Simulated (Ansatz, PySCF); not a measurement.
Stretching the N3–H4 bond in H3NSe (SMILES N[SeH]) (multiplicity 1 held, fragments rigid). Energies count from the point at 1.012 Å.
Geometry at that point (charge 0, multiplicity 1):
```xyz
5

Se    -0.04297     0.31559     0.23262
H     -1.26689     0.77294    -0.47788
N      0.36657    -1.22733    -0.72479
H      0.54788    -1.01069    -1.69644
H     -0.38582    -1.90097    -0.66111
```

Restricted levels (R-, RO-) in cc, def2 and unpolarised 6-31G sets keep to the state of the molecule at rest. U- levels take the lowest unrestricted solution at each point, which mixes spins at long bonds. Active spaces are followed from a long bond inwards. Levels need not reach the same state.

Frozen-core correlation. Filled d and f shells under p-block atoms count as core. Rows in LANL2DZ carry no dispersion term and start afresh at each structure. LANL2DZ brings its own core potentials from Na on.

Programs: Ansatz (a program for electronic structure); PySCF for LANL2DZ rows. Each number belongs to the level named beside it.

```json
[
 {"level": "U-HF/LANL2DZ", "energy at R = 3.238 Å (kcal/mol)": "83.14"},
 {"level": "R-PBE/cc-pVTZ", "energy at R = 3.238 Å (kcal/mol)": "126.49"},
 {"level": "R-r2SCAN/cc-pVTZ", "energy at R = 3.238 Å (kcal/mol)": "136.24"},
 {"level": "R-B3LYP/LANL2DZ", "energy at R = 3.238 Å (kcal/mol)": "145.42"},
 {"level": "U-B3LYP/LANL2DZ", "energy at R = 3.238 Å (kcal/mol)": "105.96"},
 {"level": "U-B3LYP/cc-pVTZ", "energy at R = 3.238 Å (kcal/mol)": "103.91"},
 {"level": "U-MP2/cc-pVTZ", "energy at R = 3.238 Å (kcal/mol)": "___"},
 {"level": "U-CCSD/cc-pVTZ", "energy at R = 3.238 Å (kcal/mol)": "106.07"},
 {"level": "FIC-MRCISD on CASSCF(2,2)/cc-pVTZ", "energy at R = 3.238 Å (kcal/mol)": "106.89"}
]
```

Question: Complete the blanks.

Answer: 
- U-MP2/cc-pVTZ, energy at R = 3.238 Å (kcal/mol): 111.45

Doubts at one or more of the structures used: a spin-contaminated determinant (U-HF/LANL2DZ, U-B3LYP/LANL2DZ, U-B3LYP/cc-pVTZ, U-MP2/cc-pVTZ, U-CCSD/cc-pVTZ); a restricted determinant that unrestricted orbitals would lower (R-PBE/cc-pVTZ, R-r2SCAN/cc-pVTZ).
